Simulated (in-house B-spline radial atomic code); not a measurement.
A calculation on the rhodium ion Rh³⁺: its settings, and results tabulated from the run. Method: scalar-relativistic (X2C) PBE, spherical fractional occupations, Fermi nucleus of rms radius 4.4945 fm, inside a hard spherical wall at 4.22 bohr. Calculated with a radial B-spline atomic code at the basis-set limit.

Command:
```bash
python run_scf.py task.json out
```
Settings (nuclear radius in fm, mass in u):
```
Z                45
configuration    [Ar] 3d10 4s2 4p5 4d6 4f1
hamiltonian      x2c
method           pbe,pbe
spin_polarised   False
nucleus          fermi
rms_radius       4.4945
atomic_mass      102.90549
speed_of_light   137.035999084
wall_radius      4.22
```

Output (hartree, bohr):
```
 radial grid: 62 intervals, B-splines of order 8, outer radius 4.22 bohr

 iter        energy (Eh)    residual
    1       -4769.004098    4.46e-01
    2       -4772.851644    3.67e-01
    3       -4777.825908    5.05e-02
    4       -4777.953239    1.07e-02
    5       -4777.956722    4.74e-03
    6       -4777.957578    1.63e-03
    7       -4777.957660    4.86e-04
    8       -4777.957670    4.29e-06
    9       -4777.957670    7.19e-07
   10       -4777.957670    4.69e-08

 total energy                     -4777.95767
 kinetic                            4982.2349
 electron-nucleus                 -11504.3730
 Hartree                            1882.1359
 exchange-correlation               -137.9555

 orbital      occ     eigenvalue          <r>       <r^2>       <1/r>       r_max
 1s         2.000      -846.9873    0.0320999  0.00140261     48.8121     0.02055
 2s         2.000      -124.2348      0.14148   0.0236598     10.9816      0.1197
 2p         6.000      -111.5588     0.123474   0.0186369     10.3563      0.0955
 3s         2.000       -23.5478     0.390296    0.174464     3.78039      0.3515
 3p         6.000       -19.3732     0.390034    0.176871      3.5495      0.3446
 3d        10.000       -12.6810      0.36995    0.163538     3.31021      0.2913
 4s         2.000        -4.5578      0.96521      1.0533     1.43671      0.8767
 4p         5.000        -3.3537      1.05107     1.25996      1.2887      0.9346
 4d         6.000        -1.6038      1.31299     2.01296     1.00444       1.088
 4f         1.000        -0.2191      2.17859     5.28356    0.534356       2.184
```

Time taken, with all properties: 0.09 s on 1 thread of Arm Neoverse V2, with other jobs on the host.

One-electron X2C: radii and densities carry no picture-change correction, so inner-shell <1/r> comes out high (for 1s by about 2 % at Z = 33, 5 % at 54, 10 % at 75, 30 % at 118) and <r> low.
